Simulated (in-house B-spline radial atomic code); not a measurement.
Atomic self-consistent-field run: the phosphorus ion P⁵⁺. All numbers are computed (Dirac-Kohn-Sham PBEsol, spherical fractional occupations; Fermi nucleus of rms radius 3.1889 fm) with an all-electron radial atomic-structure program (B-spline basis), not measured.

Command:
```bash
python run_scf.py task.json out
```
Settings (nuclear radius in fm, mass in u):
```
Z                15
configuration    [He] 2s2 2p6
hamiltonian      dirac
method           pbesol
spin_polarised   False
nucleus          fermi
rms_radius       3.1889
atomic_mass      30.97376
speed_of_light   137.035999084
```

Output (hartree, bohr):
```
 radial grid: 64 intervals, B-splines of order 8, outer radius 7.0175 bohr

 iter        energy (Eh)    residual
    1        -329.501721    6.47e-01
    2        -333.896755    3.11e-01
    3        -334.782304    9.30e-02
    4        -334.871936    2.68e-02
    5        -334.878479    1.20e-02
    6        -334.880139    9.09e-05
    7        -334.880139    1.94e-06
    8        -334.880139    1.44e-08

 total energy                      -334.88014
 kinetic                             336.1575
 electron-nucleus                   -770.5790
 Hartree                             120.1996
 exchange-correlation                -20.6583

 first-order corrections (not in the total)
   Gaunt                             0.0742
   retardation                      -0.0052
   frequency dependence             -0.0000
   self-energy                       0.0485
   Uehling                          -0.0031
   Wichmann-Kroll                    0.0000
   recoil                            0.0050

 orbital      occ     eigenvalue          <r>       <r^2>       <1/r>     <1/r^3>       r_max    small
 1s1/2      2.000       -79.3372     0.103682   0.0144717     14.6342           -     0.06771  2.83e-03
 2s1/2      2.000        -9.1364      0.51587    0.316516      2.8426           -      0.4181  4.23e-04
 2p1/2      2.000        -7.3596     0.477194    0.284455     2.74721           -      0.3511  4.03e-04
 2p3/2      4.000        -7.3252     0.479322     0.28683     2.73098     64.1358      0.3528  4.00e-04
```

Time taken, with all properties: 0.82 s on 1 thread of Arm Neoverse V1, on a shared host.

For the Dirac Hamiltonian the kinetic term is c α·p + (β - 1)c².
